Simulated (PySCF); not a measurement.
C₂H₃ClF₂O₂Si, SMILES CC(=O)O[Si](F)(F)Cl.

Coordinates come from a ωB97X-D3(BJ)/def2-SVP optimisation. The values are those of a single conformer.

Calculation: PySCF with TDA-PBE/def2-SVPD.

Vertical excitations. Gas-phase values at a fixed geometry.

Task: Estimate the UV-visible absorptions. (An estimate is asked for; the answer gives what the named calculation found.)

Result: 
```
state  energy (eV)  λ (nm)      f                                            main pairs
-----  -----------  ------  -----  ----------------------------------------------------
S1            5.49     226  0.001                                       HOMO→LUMO 100 %
S2            6.25     198  0.031                                      HOMO→LUMO+1 98 %
S3            6.80     182  0.003                                      HOMO−2→LUMO 93 %
S4            6.86     181  0.023                    HOMO−1→LUMO 61 %, HOMO−3→LUMO 30 %
S5            7.18     173  0.008                                      HOMO→LUMO+2 99 %
S6            7.64     162  0.003                  HOMO→LUMO+3 64 %, HOMO−1→LUMO+1 30 %
T1            4.95     251      0                                       HOMO→LUMO 100 %
T2            6.09     203      0  HOMO→LUMO+1 43 %, HOMO−1→LUMO 36 %, HOMO−3→LUMO 18 %
```
Triplets are in the Tamm–Dancoff approximation.
